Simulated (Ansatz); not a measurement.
# A geometry optimisation of AlH7Sn2 with PBE0-D3(BJ)/def2-SVP

The starting geometry of this gas-phase singlet was optimised with GFN2-xTB.

```xyz
10

Al   -0.5819   -3.5410   -1.4695
Sn    0.7011   -0.9923   -1.5771
Sn    0.2819    1.2021    0.5854
H     0.9654   -3.5149   -2.1380
H    -1.3163   -4.8975   -1.3687
H    -1.3331   -2.3101   -2.3486
H    -0.3024   -2.7319   -0.0147
H    -0.0458    1.3411   -1.4534
H     2.0579    0.4426   -0.1023
H     0.9696    2.8453    0.6097
```

Question: Predict what becomes of its bonds when it is optimised with PBE0-D3(BJ)/def2-SVP.

Answer: A new bond forms, giving a structure with H6 bridging Sn2 and Al1, H7 bridging Al1 and Sn2, H8 bridging Sn3 and Sn2, H9 bridging Sn2 and Sn3, given below by its coordinates. Distances that change by over a tenth: Sn2–H6 (2.54 → 2.13 Å), Sn2–H8 (2.45 → 1.97 Å), Sn2–H9 (2.46 → 2.20 Å). Contacts that close: Sn2–H7 (2.54 → 1.95 Å).

The energy falls by 1.76 eV over 24 steps:

```
step  E − E(last) (eV)
   1             1.764
   4             1.190
   6             0.868
   9             0.261
  11             0.088
  14             0.011
  16             0.001
  19             0.000
  21             0.000
  24             0.000
```

Final geometry (Å):

```xyz
10

Al   -0.3229   -3.1024   -1.5972
Sn    1.0575   -0.5202   -1.6748
Sn   -0.0764    0.9069    0.8787
H     0.3952   -4.2634   -2.4121
H    -1.5271   -3.2854   -0.5775
H    -0.4738   -1.7120   -2.5572
H     0.9818   -2.2424   -0.7672
H    -0.6015   -0.0924   -0.7034
H     1.4921    0.0037    0.4195
H     0.4716    2.1510   -0.2861
```

Frequencies at the end are all real (lowest 46 cm⁻¹). Atoms past krypton carry core potentials, without spin–orbit terms. Run with Ansatz 0.2.0, 74 s on 2 threads of Arm Neoverse V1 (shared host).
